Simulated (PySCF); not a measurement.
C₄H₈Si.
Bonds: C1–C2, C2–C3 (triple), C3–Si4, Si4–C5. Hydrogens: H6, H7, H8 on C1; H9, H10 on Si4; H11, H12, H13 on C5.

The same species was optimised twice, with GFN2-xTB and with PBE0-D3(BJ)/def2-SVP (PySCF), and the same property calculations (PySCF, gas phase) were run on both structures.

```csv
coordinate,GFN2-xTB,PBE0-D3(BJ)/def2-SVP,change
Si4–H10 (Å),1.470,1.496,+0.026
Si4–H9 (Å),1.470,1.496,+0.026
Si4–C5 (Å),1.898,1.877,-0.021
C5–H12 (Å),1.086,1.101,+0.015
C3–Si4 (Å),1.846,1.831,-0.015
C2≡C3 (Å),1.205,1.219,+0.014
C5–H11 (Å),1.086,1.101,+0.015
C5–H13 (Å),1.086,1.101,+0.015
C1–H6 (Å),1.090,1.101,+0.011
C1–H7 (Å),1.090,1.101,+0.011
C1–H8 (Å),1.090,1.101,+0.011
C1–C2 (Å),1.446,1.451,+0.005
H9–Si4–H10 (°),110.6,108.0,-2.6
C3–Si4–C5 (°),108.4,110.6,+2.2
H7–C1–H8 (°),108.9,107.8,-1.1
C2–C1–H6 (°),110.0,111.1,+1.1
H6–C1–H8 (°),108.9,107.8,-1.1
C2–C1–H7 (°),110.1,111.1,+1.0
H6–C1–H7 (°),108.9,107.9,-1.0
C2–C3–Si4 (°),179.8,178.8,-1.0
```

Rotational constants: A = 11777, B = 1540, C = 1408 MHz (GFN2-xTB) against A = 12099, B = 1524, C = 1400 MHz (PBE0-D3(BJ)/def2-SVP). Atoms that the bonding makes alike are paired by their places after alignment.

On the GFN2-xTB structure: isotropic polarisability (au) 75.5 [CAM-B3LYP/def2-SVPD]; HOMO (eV) -8.89 [CAM-B3LYP/def2-SVPD]; LUMO (eV) 1.10 [CAM-B3LYP/def2-SVPD]; dipole (D) 1.14 [CAM-B3LYP/def2-SVPD].

What do these properties become on the PBE0-D3(BJ)/def2-SVP structure?

| property | level | on GFN2-xTB | on PBE0-D3(BJ)/def2-SVP | change |
| --- | --- | --- | --- | --- |
| isotropic polarisability (au) | CAM-B3LYP/def2-SVPD | 75.5 | 77.1 | +1.6 |
| HOMO (eV) | CAM-B3LYP/def2-SVPD | -8.89 | -8.89 | 0.00 |
| LUMO (eV) | CAM-B3LYP/def2-SVPD | 1.10 | 1.05 | -0.05 |
| dipole (D) | CAM-B3LYP/def2-SVPD | 1.14 | 1.36 | +0.22 |
| energy, GFN2-xTB geometry as zero (kcal/mol) | CAM-B3LYP/def2-SVPD | 0.0 | -0.8 | -0.8 |

The heavy atoms differ by 0.018 Å rms after alignment. Among all bonds Si4–H9 and Si4–H10 change most and about equally (+0.026 Å). Changes are differences of the printed values. Neither structure is proved a minimum here.
